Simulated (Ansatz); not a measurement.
Reaction (ligand exchange at the Si–S bond): `C=C(Cl)S[SiH3]` + `[NH2][Al]([OH])[SH]` → `[NH2][Al]([SH])[O][SiH3]` + `C=C(S)Cl`

Calculated with Ansatz (gas phase, PBE0-D4/def2-TZVP geometries, no zero-point term in ΔE). CBS: MP2 limit from def2 TZ/QZ plus the TZ coupled-cluster correction, frozen cores. Functionals use def2-TZVPP. B3LYP here is the variant with VWN-RPA as its local correlation; programs differ in this. Each species was taken in one conformer, which may not be the lowest.

| level | ΔE (kJ/mol) | difference from CCSD(T)/CBS |
| --- | --- | --- |
| PBE-D4 | -42.1 | 14.5 |
| r2SCAN-D4 | -55.0 | 1.6 |
| PBE0-D4 | -48.2 | 8.4 |
| B3LYP-D4 | -59.9 | -3.3 |
| B2PLYP | -63.2 | -6.6 |
| PBE | -45.1 | 11.5 |
| r2SCAN | -55.5 | 1.1 |
| PBE0 | -50.7 | 5.9 |
| SCS-MP2/def2-TZVPP | -63.9 | -7.3 |
| CCSD/def2-TZVPP | -65.1 | -8.5 |
| CCSD(T)/def2-TZVPP | -60.5 | -3.9 |
| MP2/def2-QZVPP | -54.8 | 1.8 |
| SCS-MP2/def2-QZVPP | -62.3 | -5.7 |
| HF/CBS(def2) | -86.8 | -30.2 |
| MP2/CBS(def2) | -52.4 | 4.2 |
| CCSD/CBS(def2) | -61.2 | -4.6 |
| CCSD(T)/CBS | -56.6 | 0 |

Largest T1 diagnostic among the species: 0.012.

The D4 term adds +5.2 kJ/mol with B3LYP and +2.5 kJ/mol with PBE0; it sums over pairs of atoms, weighted by their polarisabilities, and B3LYP, whose exchange is more repulsive, gets the larger term. In def2-TZVPP, CCSD(T) changes the Hartree–Fock value by +23.9 kJ/mol (the triples alone add +4.6 kJ/mol) and MP2 by +28.0 kJ/mol. From PBE to PBE0 (25 % exact exchange), in def2-TZVPP and without D4, ΔE moves by −5.6 kJ/mol.
